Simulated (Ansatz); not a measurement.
`OB(F)N[SiH3]` + CH₃OH → `COB(O)F` + `N[SiH3]`  (ligand exchange at a B–N bond)

Calculated with Ansatz (gas phase, PBE0-D4/def2-TZVP geometries, no zero-point term in ΔE). CBS: MP2 limit from def2 TZ/QZ plus the TZ coupled-cluster correction, frozen cores. This one scheme is used for every species. DFT in def2-TZVPP. B3LYP here is the variant with VWN-RPA as its local correlation; programs differ in this. One conformer a species, not always the lowest.

(1) Is it downhill or uphill in electronic energy at CCSD(T)/CBS, and by how much? (Best estimate.)

(2) What do these levels give: BLYP-D4, B3LYP-D4, r2SCANh-D4, CAM-B3LYP-D4, ωB97M-V, PBE, BLYP, r2SCAN, HF/def2-SVP, CCSD/def2-SVP, CCSD(T)/def2-SVP, CCSD/def2-TZVPP? (Best estimate.)

Largest T1 diagnostic among the species: 0.012.

Answers

(1) Ansatz gave: Downhill: ΔE = -19.8 kJ/mol.

(2) Computed: BLYP-D4 -20.8, B3LYP-D4 -21.2, r2SCANh-D4 -21.9, CAM-B3LYP-D4 -23.3, ωB97M-V -21.0, PBE -20.1, BLYP -23.6, r2SCAN -22.5, HF/def2-SVP -23.9, CCSD/def2-SVP -23.2, CCSD(T)/def2-SVP -23.4, CCSD/def2-TZVPP -21.0 kJ/mol.

In def2-TZVPP, CCSD(T) changes the Hartree–Fock value by +4.6 kJ/mol (the triples alone add +0.3 kJ/mol) and MP2 by +5.1 kJ/mol. Leaving LDA and LC-ωPBE aside and taking each functional with its dispersion term where it has one, the values, not all of them listed here, spread over 7.6 kJ/mol, from B97M-V to revPBE-D4. LDA lies −3.3 kJ/mol from PBE without D4.
